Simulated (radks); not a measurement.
Polarisability of the terbium ion Tb7+, [Kr] 4d10 4f7 5s2 5p3, at imaginary frequency. Method: scalar-relativistic Kohn-Sham, LB94 model potential, spin-polarised, spherical densities, finite nucleus; open shells are filled with parallel spins first (spin-orbit coupling, left out, can overturn this in heavy ions); Fermi nuclear charge, rms radius 5.06 fm; computed with a radial shooting solver on a logarithmic mesh with Libxc functionals. Response by self-consistent Sternheimer equations with the Hartree and adiabatic LDA kernel, the relativistic mass of each level held fixed and spin-orbit coupling left out.

| w (hartree) | alpha1(iw) (bohr^3) |
|---|---|
| 0.00266 | 2.442 |
| 0.0143 | 2.442 |
| 0.0360 | 2.440 |
| 0.0697 | 2.437 |
| 0.118 | 2.429 |
| 0.186 | 2.410 |
| 0.280 | 2.371 |
| 0.413 | 2.295 |
| 0.605 | 2.152 |
| 0.892 | 1.904 |
| 1.35 | 1.526 |
| 2.12 | 1.060 |
| 3.59 | 0.6164 |
| 6.94 | 0.2786 |
| 17.5 | 0.07344 |

Static values: alpha1 = 2.442 bohr^3 (0.3618 angstrom^3; uncoupled 4.163). C6 = 8.556, triple-dipole C9 = 14.58 atomic units. One-pole (London) frequency 4 C6 / (3 alpha1^2) = 1.913 hartree, against 4.389 for minus the highest occupied eigenvalue.
